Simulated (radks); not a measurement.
Task: Isoelectronic series with 65 electrons, each ion in its NIST ground configuration. Calculated with a radial shooting solver on a logarithmic mesh with Libxc functionals: Dirac Kohn-Sham, PBE, spin-unpolarised, spherical densities, finite nucleus; open shells fill j = l - 1/2 first; Fermi nuclear charge, rms radius of each element as measured or else 0.836 A^(1/3) + 0.57 fm. Total energies (hartree) and mean radii <r> (bohr) (* marks an orbital that is empty in some or all of the ions):

ion             configuration  E (hartree)   4f7/2   4f5/2  6s1/2*  5p3/2
Tb               [Xe] 4f9 6s2  -11718.0039  0.9250  0.9018   4.167  1.608
Dy+             [Xe] 4f10 6s1  -12166.9685  0.8870  0.8665   3.720  1.577
Ho2+                [Xe] 4f11  -12626.6444  0.8531  0.8343   3.345  1.543
Tm4+                [Xe] 4f11  -13577.4151  0.7172  0.7071   2.682  1.389
Yb5+   [Kr] 4d10 4f12 5s2 5p5  -14068.0535  0.6933  0.6837   2.489  1.339
Lu6+   [Kr] 4d10 4f13 5s2 5p4  -14569.5277  0.6716  0.6623   2.334  1.294
Hf7+   [Kr] 4d10 4f13 5s2 5p4  -15082.3130  0.6353  0.6270   2.186  1.238
Ta8+   [Kr] 4d10 4f13 5s2 5p4  -15605.8649  0.6043  0.5967   2.060  1.187
W9+    [Kr] 4d10 4f14 5s2 5p3  -16140.4792  0.5895  0.5819   1.965  1.153
Re10+  [Kr] 4d10 4f14 5s2 5p3  -16686.1651  0.5641  0.5571   1.867  1.110
Os11+  [Kr] 4d10 4f14 5s2 5p3  -17242.9081  0.5415  0.5349   1.780  1.070

Estimate the row of Er3+ ([Xe] 4f11).

Result: E (hartree) -13096.7938; 4f7/2 0.7735; 4f5/2 0.7608; 6s1/2* 2.958; 5p3/2 1.463.
